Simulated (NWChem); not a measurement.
# PbBr2, singlet; SMILES [Br][Pb][Br]

Program: NWChem. Low-valent species are run as closed-shell singlets; no triplet was tried in these runs. Structure relaxed at the PBE0/def2-SVP level. Not confirmed as a minimum by frequencies. def2 effective core potentials on Pb; no spin-orbit coupling. Ions are spin-unrestricted doublets at the neutral geometry; other ion states weren't tried.

### Question
Predict the results for PBE/def2-SVP. Quantities: −ε(HOMO) (eV).

### Answer
```yaml
"−ε(HOMO) (eV)": 6.53
```
